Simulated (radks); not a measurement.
The numbers below are computed, except where a source is named.
As20+, configuration [Ne] 3s2 4p1 (not the ground configuration). Level of theory: scalar-relativistic Kohn-Sham, r2SCAN, spin-polarised, spherical densities, finite nucleus; open shells are filled with parallel spins first; meta-GGA in the generalised Kohn-Sham scheme; Fermi nuclear charge, rms radius 4.0968 fm (a radial shooting solver on a logarithmic mesh with Libxc functionals).

Normalised radial functions P(r) = r R(r), r in bohr:

| r | 3s down |
|---|---|
| 0.001717 | 0.1019 |
| 0.002461 | 0.1409 |
| 0.003528 | 0.1925 |
| 0.005056 | 0.2589 |
| 0.007306 | 0.3415 |
| 0.01047 | 0.4311 |
| 0.01501 | 0.5136 |
| 0.02151 | 0.5563 |
| 0.03083 | 0.5056 |
| 0.0442 | 0.2964 |
| 0.06335 | -0.1059 |
| 0.09153 | -0.6277 |
| 0.1312 | -0.9432 |
| 0.188 | -0.6401 |
| 0.2695 | 0.3844 |
| 0.3863 | 1.4420 |
| 0.5537 | 1.5083 |
| 0.7936 | 0.7093 |
| 1.147 | 0.1244 |
| 1.644 | 0.0064 |
| 2.356 | 0.0001 |

3s down: eigenvalue -861.27 eV, 2 radial nodes at r = 0.0584, 0.240 bohr, <r> = 0.501 bohr, 90 % of the charge inside 0.725 bohr.
